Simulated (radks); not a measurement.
The numbers below are computed, except where a source is named.
Effect of the nuclear size on the thallium ion Tl+, [Hg]. Level of theory: Dirac Kohn-Sham, LDA (Slater exchange, Perdew-Wang correlation), spin-unpolarised, spherical densities, finite nucleus; Fermi nuclear charge, rms radius 5.4759 fm (a radial shooting solver on a logarithmic mesh with Libxc functionals). The rms radius is varied about that value; shifts are against it.

rms radius (fm) = 4.4464: total energy shift (eV) -40.9; density at nucleus (e/bohr^3) 2.744e+06; 1s1/2 shift (meV) -16300; 2s1/2 shift (meV) -2460; 5s1/2 shift (meV) -28.7; 5p1/2 shift (meV) 0.710; 6s1/2 shift (meV) -2.63; 6p1/2 (empty) shift (meV) 0.600; 7s1/2 (empty) shift (meV) -0.216
rms radius (fm) = 5.2295: total energy shift (eV) -10.2; density at nucleus (e/bohr^3) 2.562e+06; 1s1/2 shift (meV) -4090; 2s1/2 shift (meV) -615; 5s1/2 shift (meV) -7.19; 5p1/2 shift (meV) 0.177; 6s1/2 shift (meV) -0.659; 6p1/2 (empty) shift (meV) 0.150; 7s1/2 (empty) shift (meV) -0.054
rms radius (fm) = 5.4759: total energy shift (eV) 0; density at nucleus (e/bohr^3) 2.512e+06; 1s1/2 shift (meV) 0.000; 2s1/2 shift (meV) 0.000; 5s1/2 shift (meV) 0.000; 5p1/2 shift (meV) 0.000; 6s1/2 shift (meV) 0.000; 6p1/2 (empty) shift (meV) 0.000; 7s1/2 (empty) shift (meV) 0.000
rms radius (fm) = 5.9085: total energy shift (eV) 18.6; density at nucleus (e/bohr^3) 2.433e+06; 1s1/2 shift (meV) 7440; 2s1/2 shift (meV) 1120; 5s1/2 shift (meV) 13.1; 5p1/2 shift (meV) -0.320; 6s1/2 shift (meV) 1.20; 6p1/2 (empty) shift (meV) -0.273; 7s1/2 (empty) shift (meV) 0.098
rms radius (fm) = 6.2425: total energy shift (eV) 33.6; density at nucleus (e/bohr^3) 2.377e+06; 1s1/2 shift (meV) 13400; 2s1/2 shift (meV) 2020; 5s1/2 shift (meV) 23.6; 5p1/2 shift (meV) -0.575; 6s1/2 shift (meV) 2.16; 6p1/2 (empty) shift (meV) -0.491; 7s1/2 (empty) shift (meV) 0.177

Slopes of the eigenvalues against <r^2> in GHz/fm^2, as finite differences over the two radii next to the reference (eigenvalue slopes, not the field-shift constants of lines): 1s1/2 368000, 2s1/2 55400, 5s1/2 648, 5p1/2 -15.9, 6s1/2 59.4, 6p1/2 (empty) -13.5, 7s1/2 (empty) 4.87.
